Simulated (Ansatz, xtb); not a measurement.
**Two isomers of C4H7B**

We compare X, `B[C@@H](C)C#C`, a singlet, with Y, `BCC#CC`, a singlet. Both are isolated molecules in the gas phase, relaxed with B3LYP/def2-SVP; the shapes shown needn't be the lowest conformers.

X (Å):

```yaml
atoms:
  - { symbol: C, position_ang: [-0.4380, -0.2900, -0.7801] }
  - { symbol: C, position_ang: [0.6462, -1.2749, -0.3208] }
  - { symbol: C, position_ang: [-1.7878, -0.6100, -0.3082] }
  - { symbol: C, position_ang: [-2.8943, -0.7173, 0.1879] }
  - { symbol: B, position_ang: [-0.5598, 1.1079, -0.0487] }
  - { symbol: H, position_ang: [-0.2002, 1.2058, 1.0983] }
  - { symbol: H, position_ang: [-1.0512, 2.0478, -0.6201] }
  - { symbol: H, position_ang: [-0.4583, -0.1989, -1.8789] }
  - { symbol: H, position_ang: [1.6373, -0.9218, -0.6460] }
  - { symbol: H, position_ang: [0.6618, -1.3618, 0.7762] }
  - { symbol: H, position_ang: [0.4879, -2.2803, -0.7423] }
  - { symbol: H, position_ang: [-3.8772, -0.8461, 0.6011] }
```

Y (Å):

```xyz
12

C    -1.3121   -1.2288    0.8739
C    -0.5021   -0.2936    0.0984
C     0.1684    0.4723   -0.5615
C     0.9755    1.3963   -1.3539
B    -2.4463   -2.0325    0.1470
H    -3.0197   -2.8970    0.7667
H    -2.7889   -1.7889   -0.9828
H    -0.6776   -1.9351    1.4455
H    -1.8648   -0.6930    1.6807
H     0.5983    1.4793   -2.3870
H     0.9731    2.4092   -0.9174
H     2.0257    1.0641   -1.4105
```

Quicker runs give these differences E(Y) − E(X): GFN2-xTB −7.7 kcal/mol; HF/STO-3G −10.3 kcal/mol (at GFN2-xTB geometries); r2SCAN-D4/def2-SVP −5.6 kcal/mol (at GFN2-xTB geometries).

Estimate E(Y) − E(X) at the level CCSD(T)/def2-SVP + ΔMP2/def2-TZVPP.

Calculated at CCSD(T)/def2-SVP + ΔMP2/def2-TZVPP: E(Y) − E(X) = −3.5 kcal/mol, so structure Y lies lower.

How the difference moves with the method:

| level | geometry | E(Y) − E(X) (kcal/mol) | departure from the last row (kcal/mol) | job, with rough time for the two |
| --- | --- | --- | --- | --- |
| GFN2-xTB | GFN2-xTB | −7.7 | −4.2 | optimisation, 0.57 s |
| HF/STO-3G | GFN2-xTB | −10.3 | −6.8 | single point, 0.76 s |
| r2SCAN-D4/def2-SVP | GFN2-xTB | −5.6 | −2.2 | single point, 6.2 s |
| B3LYP/def2-SVP | B3LYP/def2-SVP | −6.9 | −3.5 | optimisation, 2.4 min |
| HF/def2-SVP | B3LYP/def2-SVP | −9.5 | −6.1 | part of the CCSD(T) run |
| MP2/def2-SVP | B3LYP/def2-SVP | −3.6 | −0.1 | part of the CCSD(T) run |
| CCSD(T)/def2-SVP | B3LYP/def2-SVP | −4.1 | −0.6 | single point |
| CCSD(T)/def2-SVP + ΔMP2/def2-TZVPP | B3LYP/def2-SVP | −3.5 |  | single point, 60 s |

As drawn, both hold the same kinds of bond in the same numbers.

The levels shown agree on the order. The largest departure from CCSD(T)/def2-SVP + ΔMP2/def2-TZVPP is that of HF/STO-3G, 6.8 kcal/mol. The last row adds to CCSD(T) the change of the MP2 difference between the two basis sets, here +0.6 kcal/mol.

With harmonic frequencies from B3LYP/def2-SVP (ideal gas, rigid rotor, one conformer each, 298.15 K, 1 atm): on the last row, ΔE + ΔZPE = −4.3 kcal/mol. A mode under 50 cm⁻¹ makes harmonic enthalpies and free energies unreliable, so none is given.

The correlated steps freeze 5 core orbitals. Codes used: Ansatz 0.2.0, xtb 6.7.1; the last row on 2 threads of AMD EPYC (Zen 3) on a shared host.
